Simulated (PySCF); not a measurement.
# Correlation energy of Ba⁻ (barium, charge -1)

[Xe] 5d1 6s2, 2D determinant. All numbers are calculated (PySCF 2.14, scalar relativity through the core potential, in def2-TZVPPD with the def2 core potential (46 electrons) (6s4p3d1f, 40 functions)). Frozen: 5s2 5p6; 3 electrons correlated.

MP2 pair energies summed by pair of shells (mhartree):

| pair | energy | share (%) |
| --- | --- | --- |
| 6s-6s | -13.28 | 69.4 |
| 5d-6s | -5.85 | 30.6 |

Total MP2 correlation energy: -19.13 mhartree.

Same-spin part -1.34 and opposite-spin part -17.79 mhartree; SCS-MP2 scales them by 1/3 and 6/5 to -21.79 mhartree.

The Hartree-Fock reference does not bind the outermost electron (its level is positive or very diffuse), so these energies belong to a reference that the basis holds together.
